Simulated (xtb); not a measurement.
xtb input (GFN2-xTB):

```bash
xtb mol.xyz --gfn 2 --sp --chrg 0 --uhf 0
```
mol.xyz:
```
2

Rh    -0.00000000    -0.00000000    -0.16824223
B      0.00000000     0.00000000     1.51418011
```

End of the output:

```
         :::::::::::::::::::::::::::::::::::::::::::::::::::::
         ::                     SUMMARY                     ::
         :::::::::::::::::::::::::::::::::::::::::::::::::::::
         :: total energy              -5.026889777209 Eh    ::
         :: gradient norm              0.267843182170 Eh/a0 ::
         :: HOMO-LUMO gap              1.255786004131 eV    ::
         ::.................................................::
         :: SCC energy                -5.109226914703 Eh    ::
         :: -> isotropic ES            0.008009682122 Eh    ::
         :: -> anisotropic ES         -0.000201399254 Eh    ::
         :: -> anisotropic XC          0.000360100015 Eh    ::
         :: -> dispersion             -0.000863221292 Eh    ::
         :: repulsion energy           0.082337137494 Eh    ::
         :: add. restraining           0.000000000000 Eh    ::
         :: total charge               0.000000000000 e     ::
         :::::::::::::::::::::::::::::::::::::::::::::::::::::

           -------------------------------------------------
          |                Property Printout                |
           -------------------------------------------------

    * Orbital Energies and Occupations

         #    Occupation            Energy/Eh            Energy/eV
      -------------------------------------------------------------
         1        2.0000           -0.4190727             -11.4035
         2        2.0000           -0.3699606             -10.0671
         3        2.0000           -0.3699606             -10.0671
         4        2.0000           -0.3520462              -9.5797
         5        2.0000           -0.3520462              -9.5797
         6        2.0000           -0.3398115              -9.2467 (HOMO)
         7                         -0.2936622              -7.9910 (LUMO)
         8                         -0.2627453              -7.1497
Note: The following floating-point exceptions are signalling: IEEE_DENORMAL
normal termination of xtb
         9                         -0.2627453              -7.1497
        10                         -0.0684657              -1.8630
        11                          0.0693395               1.8868
        12                          0.0693395               1.8868
        13                          1.5005311              40.8315
      -------------------------------------------------------------
                  HL-Gap            0.0461493 Eh            1.2558 eV
             Fermi-level           -0.3167368 Eh           -8.6188 eV

     #   Z          covCN         q      C6AA      α(0)
     1  45 Rh       0.946    -0.199   459.970    49.372
     2   5 B        0.946     0.199    57.055    15.890

 Mol. C6AA /au·bohr⁶  :        839.540323
 Mol. C8AA /au·bohr⁸  :      66382.483689
 Mol. α(0) /au        :         65.261565

Wiberg/Mayer (AO) data.
largest (>0.10) Wiberg bond orders for each atom

 ---------------------------------------------------------------------------
     #   Z sym  total        # sym  WBO       # sym  WBO       # sym  WBO
 ---------------------------------------------------------------------------
     1  45 Rh   2.947 --     2 B    2.947
     2   5 B    2.947 --     1 Rh   2.947
 ---------------------------------------------------------------------------

Topologies differ in total number of bonds
Writing topology from bond orders to xtbtopo.mol

molecular dipole:
                 x           y           z       tot (Debye)
 q only:        0.000       0.000       0.631
   full:        0.000       0.000      -1.140       2.897
molecular quadrupole (traceless):
                xx          xy          yy          xz          yz          zz
 q only:       -0.803       0.000      -0.803       0.000       0.000       1.606
  q+dip:       -2.821       0.000      -2.821       0.000       0.000       5.642
   full:       -1.393       0.000      -1.393       0.000       0.000       2.786

           -------------------------------------------------
          | TOTAL ENERGY               -5.026889777209 Eh   |
          | GRADIENT NORM               0.267843182170 Eh/α |
          | HOMO-LUMO GAP               1.255786004131 eV   |
           -------------------------------------------------

------------------------------------------------------------------------
------------------------------------------------------------------------
 total:
 SCF:
```
